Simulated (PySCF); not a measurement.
C₃H₁₂O₅Si₂, SMILES O[Si]([Si](OC)(C)OC)(O)O, GFN2-xTB optimised geometry.

```
22

Si    -1.53    -1.48     1.74
O     -2.86    -0.64     2.15
O     -0.51    -1.72     3.01
O     -2.04    -2.99     1.41
Si    -0.62    -0.31     0.00
C     -1.01     1.55     0.00
O     -1.03    -1.03    -1.42
C     -2.32    -1.33    -1.88
O      1.01    -0.31     0.00
C      1.87    -1.41    -0.08
H     -3.51    -1.02     2.75
H     -0.08    -0.97     3.42
H     -1.42    -3.71     1.44
H     -0.68     2.01    -0.93
H     -2.07     1.72     0.10
H     -0.52     2.07     0.82
H     -2.89    -1.85    -1.11
H     -2.85    -0.41    -2.15
H     -2.22    -1.97    -2.76
H      1.67    -1.99    -0.99
H      2.89    -1.04    -0.11
H      1.74    -2.07     0.79
```

Density from PBE0/def2-SVP (PySCF 2.14.0) at that geometry.

Minimum of the electron density along straight lines between bonded atoms, close to the bond critical point (lines longer than 1.1 times the sum of covalent radii, or with two minima, are not listed):

| bond | length / Å | ρ at the minimum / e bohr⁻³ | ∇²ρ there / e bohr⁻⁵ | position (fraction from the first atom) |
|---|---|---|---|---|
| Si1–O2 | 1.629 | 0.130 | 1.08 | 0.41 |
| Si1–O3 | 1.647 | 0.124 | 0.99 | 0.41 |
| Si1–O4 | 1.636 | 0.128 | 1.04 | 0.41 |
| Si5–C6 | 1.901 | 0.113 | 0.31 | 0.38 |
| Si5–O7 | 1.640 | 0.125 | 1.01 | 0.41 |
| O7–C8 | 1.399 | 0.256 | -0.31 | 0.66 |
| Si5–O9 | 1.630 | 0.128 | 1.06 | 0.41 |
| O9–C10 | 1.398 | 0.258 | -0.32 | 0.66 |
| O2–H11 | 0.955 | 0.354 | -2.45 | 0.82 |
| O3–H12 | 0.952 | 0.358 | -2.47 | 0.82 |
| O4–H13 | 0.952 | 0.357 | -2.49 | 0.82 |
| C6–H14 | 1.086 | 0.271 | -0.97 | 0.63 |
| C6–H15 | 1.085 | 0.272 | -0.97 | 0.62 |
| C6–H16 | 1.084 | 0.272 | -0.97 | 0.62 |
| C8–H17 | 1.092 | 0.282 | -1.07 | 0.63 |
| C8–H18 | 1.092 | 0.281 | -1.06 | 0.63 |
| C8–H19 | 1.091 | 0.283 | -1.08 | 0.64 |
| C10–H20 | 1.091 | 0.283 | -1.08 | 0.64 |
| C10–H21 | 1.091 | 0.283 | -1.08 | 0.63 |
| C10–H22 | 1.094 | 0.280 | -1.05 | 0.63 |
